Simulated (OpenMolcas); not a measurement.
## V4+, Nb4+, Ta4+: d down the group

* Program: OpenMolcas 26.06
* Method: XMS-CASPT2, IPEA 0.25 Eh, imaginary shift 0.1 Eh
* Basis: ANO-RCC-VTZP
* Scalar Hamiltonian: DKH2, point nucleus
* Spin-orbit coupling: RASSI with atomic mean-field integrals over the reference wave functions, term energies averaged over their components

Active space for each ion: 1 electron in 10 orbitals (d d); closed shells correlated by CASPT2: V4+ 3s 3p; Nb4+ 4s 4p; Ta4+ 5s 5p.

Computed levels in cm-1 above 2D 3/2:

| Level | V4+ | Nb4+ | Ta4+ |
| --- | --- | --- | --- |
| 2D 5/2 | 612 | 1848 | 6760 |
| weight of 2D in the lowest level (%) | 100 | 100 | 100 |

Measured, with the error of the calculation in %. Measured levels: V4+ from Sugar and Corliss, J. Phys. Chem. Ref. Data 7, 1191 (1978); Nb4+ from Moore, Atomic Energy Levels, vol. II, NSRDS-NBS 35 (1971 reprint of NBS Circular 467, 1952).

```csv
Level,V4+,Nb4+
2D 5/2,625 (-2.1),1870 (-1.2)
```

The fine-structure level 2D 5/2 changes by a factor of 11 from V4+ to Ta4+.

CASPT2 breaks the degeneracy within a term, and the mean is taken; among the terms shown or strongly mixed into the levels shown the widest spread is 81 cm-1 (4d 2D, Nb4+). With one active electron, CASPT2 adds the correlation within the correlated inactive shells and between them and that electron, and leaves the splitting within a term as the reference gives it. With one active electron outside closed inactive shells, the extra shells (4d) add no correlation to the reference (holds for V4+). With one active electron outside closed inactive shells, the extra shells (5d) add no correlation to the reference (holds for Nb4+). With one active electron outside closed inactive shells, the extra shells (6d) add no correlation to the reference (holds for Ta4+). Computed and measured levels are paired by configuration, term and J; levels that our copy of the source lacks, or whose pairing is in doubt (as where it misses far off the trend of its configuration), stay unpaired and out of the deviations. Only configurations of the active space appear.
